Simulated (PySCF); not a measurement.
**XPS shifts beside NMR shieldings**

1-methoxycyclopentene, C₆H₁₀O.
Atom-mapped SMILES: `[CH3:1][O:2][C:3]1=[CH:4][CH2:5][CH2:6][CH2:7]1`

Geometry (PBE0-D3(BJ)/def2-SVP, Å), atoms numbered from 1 in this order:
```xyz
17
C6H10O angstrom
C      1.7391   -0.8807   -0.6983
O      0.6882    0.0005   -0.9833
C     -0.5526   -0.4918   -0.8666
C     -0.9677   -1.7210   -0.5107
C     -2.4671   -1.8088   -0.5839
C     -2.9052   -0.3336   -0.6804
C     -1.6863    0.4229   -1.2245
H      2.6761   -0.3259   -0.8356
H      1.6829   -1.2485    0.3418
H      1.7282   -1.7519   -1.3774
H     -0.3263   -2.5657   -0.2573
H     -2.9152   -2.3159    0.2868
H     -2.7885   -2.3870   -1.4716
H     -3.8078   -0.1919   -1.2926
H     -3.1379    0.0386    0.3296
H     -1.7215    0.5572   -2.3211
H     -1.5566    1.4265   -0.7897
```

Binding energies: delta-SCF UKS SCAN, pcX-2 on the ionised atom, pcseg-1 elsewhere, spin-free X2C in PySCF 2.14.0. Shieldings: GIAO KT3/pcSseg-1, non-relativistic, same geometry.

```
atom  isotropic shielding (ppm)
  C1                      126.7
  C3                       25.5
  C4                       94.5
  C5                      148.4
  C6                      156.2
  C7                      147.4
```

Q: What are the C 1s binding energies of these atoms?

A: 
```tsv
atom	environment	C 1s (eV)	isotropic shielding (ppm)
C4	alkene CH carbon	289.43	94.5
C5	allylic carbon	290.41	148.4
C6	ring CH2 carbon	290.46	156.2
C7	allylic carbon	290.54	147.4
C3	vinylic carbon bearing oxygen	291.44	25.5
C1	methoxy carbon	292.34	126.7
```

Q: Among the listed atoms, is the one with the highest binding energy also the least shielded?

A: No. The highest binding energy is at C1 (292.34 eV, shielding 126.7 ppm), the lowest shielding at C3 (25.5 ppm, 291.44 eV).

Over these 6 sites the two quantities correlate at r = -0.19. By binding energy: C4 < C5 ≈ C6 < C7 < C3 < C1. By shielding: C3 < C4 < C1 < C7 < C5 < C6.

Geometry: PBE0-D3(BJ)/def2-SVP, one conformer, isolated molecule.
